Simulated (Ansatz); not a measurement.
Basis-set extrapolation for C₂H₆FNSi (`CN1C[SiH]1F`) (PBE0-D4/def2-TZVP geometry, frozen core, Ansatz 0.2.0). Multiplicity 1, RHF reference.

```tsv
	def2-TZVPP	def2-QZVPP
HF	-522.182406	-522.203097
MP2 correlation	-0.915733	-0.985501
CCSD(T) correlation	-0.985128	not run
```

Energies in hartree. Use E(X) = E(∞) + A·exp(−7.88·√X) for Hartree–Fock and E(X) = E(∞) + B·X^(−2.97) for correlation, with X = 3 and 4, and add CCSD(T) minus MP2 of the smaller set to the MP2 limit.

Task: What is the CCSD(T) energy at the basis-set limit?

Result: HF limit: -522.203097 + (-0.020691) × 0.13774 = -522.20595. MP2 limit: -0.985501 + (-0.069768) × 0.74074 = -1.03718. Higher-order term: -0.985128 − (-0.915733) = -0.06939. Total: -523.31252 hartree, 380.7 kJ/mol below CCSD(T)/def2-TZVPP.
